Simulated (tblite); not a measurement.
C₉H₁₁B.
Structure used (GFN2-xTB), in Å, numbered top down from 1:
```
atom  x, y, z in Å
C1     3.4266    0.8001    0.1234
C2     2.4845   -0.0895    0.3730
C3     1.5636   -0.6616   -0.6632
C4     0.1165   -0.3776   -0.3156
C5    -0.7032   -1.4471   -0.0748
C6    -2.0759   -1.5159    0.2508
C7    -2.9779   -0.5064    0.4103
B8    -2.7552    0.9960    0.3026
C9    -1.3945    1.6114   -0.0086
C10   -0.2046    1.0045   -0.2701
H11    3.6019    1.1773   -0.8718
H12    4.0689    1.1845    0.8973
H13    2.3223   -0.4520    1.3798
H14    1.7299   -1.7399   -0.7279
H15    1.7956   -0.2235   -1.6375
H16   -0.2269   -2.4196   -0.1537
H17   -2.4334   -2.5353    0.3781
H18   -3.9818   -0.8467    0.6517
H19   -3.6700    1.7164    0.4721
H20   -1.3447    2.6972   -0.0383
H21    0.6494    1.6449   -0.4782
```

Computed values, GFN2-xTB/tblite, gas phase, harmonic and unscaled. Against measured fundamentals such values can be off by several per cent, at times by over 20. Modes of hydrogen on boron can be 10 to 20 % off. One conformer, not necessarily the lowest.

Harmonic wavenumbers (cm⁻¹): 30.8, 60.4, 75.3, 150.4, 192.4, 306.2, 320.9, 372.7, 400.5, 423.9, 443.2, 549.0, 598.9, 646.2, 735.8, 779.0, 798.6, 829.6, 834.1, 894.3, 899.7, 908.8, 919.4, 951.8, 963.0, 977.7, 987.4, 1023.7, 1094.8, 1117.4, 1179.8, 1188.7, 1254.0, 1263.7, 1273.9, 1299.1, 1305.7, 1378.8, 1415.2, 1417.8, 1449.2, 1471.1, 1476.6, 1586.6, 1604.7, 1715.7, 2586.6, 2957.8, 2968.1, 2988.7, 2993.3, 3009.9, 3011.4, 3025.0, 3057.8, 3092.7, 3123.7.

A = 2907, B = 824.0, C = 674.7 MHz; mass 130.095 u (most abundant isotopes); point group C1, symmetry number 1.

Q: Zero-point energy?

A: ½Σν̃ = 37191 cm⁻¹ = 106.33 kcal/mol.

Q: What is S at 273.15 K and 1 bar for an ideal gas of classical rigid rotors and harmonic oscillators?

A: Translation 40.09, rotation 29.42, vibration 26.85: S = 96.4 cal/(mol K).

Q: And Cp and H(273.15 K) − H(0)?

A: Cp = 36.51 cal/(mol K), of which vibrations give 28.56 (their classical limit is 57 R = 113.3); H(273.15 K) − H(0) = 5.93 kcal/mol without the zero-point energy, 3.76 from vibrations.

Q: Which modes carry the vibrational entropy at 273.15 K?

A: 30.8 cm⁻¹: 5.60; 60.4 cm⁻¹: 4.27; 75.3 cm⁻¹: 3.84; 150.4 cm⁻¹: 2.50; 192.4 cm⁻¹: 2.04; 306.2 cm⁻¹: 1.24 cal/(mol K); the other 51 give 7.35 together.

Q: How do the functions run with temperature in this model?

A: 
| T (K) | S (cal/(mol K)) | Cp (cal/(mol K)) | H − H(0) (kcal/mol) | G − H(0) (kcal/mol) | ln q(vib) |
| --- | --- | --- | --- | --- | --- |
| 150 | 79.2 | 22.6 | 2.32 | -9.56 | 3.49 |
| 250 | 93.3 | 33.7 | 5.12 | -18.20 | 6.00 |
| 298.15 | 99.7 | 39.6 | 6.88 | -22.84 | 7.22 |
| 400 | 113.0 | 51.6 | 11.54 | -33.68 | 9.86 |
| 600 | 137.7 | 70.0 | 23.82 | -58.79 | 15.18 |
| 900 | 169.6 | 87.2 | 47.64 | -105.04 | 22.98 |

q(vib) and H(0) count from the zero-point level.

Q: Blend soft modes into free rotors: weight 1/[1 + (100 cm⁻¹/ν̃)⁴] for the oscillator and the rest for a rotor with moment μB/(μ + B), μ = h/(8π²ν), B = 10⁻⁴⁴ kg m². What vibrational entropy results?

A: 23.72 cal/(mol K) in place of 26.85, which changes −T·S at 273.15 K by +0.86 kcal/mol.

Q: What must be added to the electronic energy to get the Gibbs energy at 273.15 K and 1 bar?

A: ZPE + [H(273.15 K) − H(0)] − T·S = 106.33 + 5.93 − 26.32 = 85.94 kcal/mol.

Hindered rotation and anharmonicity are outside this model. Other conformers, if any are populated, would add a mixing term that is left out. The structure is chiral; the term R ln 2 for an equal mix with its mirror image is left out.
